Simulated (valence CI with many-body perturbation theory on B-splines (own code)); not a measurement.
The numbers below are computed, except where a source is named.
## Sensitivity of CI+MBPT for O2+

Level of theory: relativistic CI+MBPT: four valence electrons over a frozen Dirac-Fock core [He], a basis of 6 s, 6 p, 5 d, 3 f, 1 g functions for each j, with the one-electron correlation potential Σ1, the two-electron term Σ2, the three-electron term Σ3, Breit, model QED; selected CI, second order for the rest, scaled by the run's own slope (own B-spline code, finite nucleus).

Set against measurement, 18 paired levels are off by 227 cm⁻¹ on average, the worst by 623. These come from a selection out of Moore, Selected Tables of Atomic Spectra, NSRDS-NBS 3, section 11. Levels without a partner in it may be off by more.

The reference run has the lowest level 2s2 2p2 3P_0 and an ionisation energy of 54.9039 eV. Its largest variational space holds 10567 state functions.

```
       Level  Reference (cm⁻¹)  Shift (cm⁻¹)
2s2 2p2 3P_1               112          -1.5
2s2 2p2 3P_2               304          -5.1
2s2 2p2 1D_2             20532           -48
2s2 2p2 1S_0             43599          -235
2s 2p3 5S°_2             59939          +535
2s 2p3 3D°_3            120143          +717
2s 2p3 3D°_2            120171          +716
2s 2p3 3D°_1            120178          +716
2s 2p3 3P°_2            142659          +639
2s 2p3 3P°_1            142661          +639
2s 2p3 3P°_0            142676          +640
2s 2p3 1D°_2            187519         +1479
```

The ionisation energy moves by -0.0898 eV.

Question: Which of these changes was made?
A. factor on the speed of light 1 → 0.9
B. shift of the energy in Σ1 (hartree) 0 → 0.4
C. scale of Σ1 1 → 0; scale of Σ2 1 → 0; three-electron term on → off
D. averaging of valence orbitals over low configurations on → off

Answer: C. scale of Σ1 1 → 0; scale of Σ2 1 → 0; three-electron term on → off.
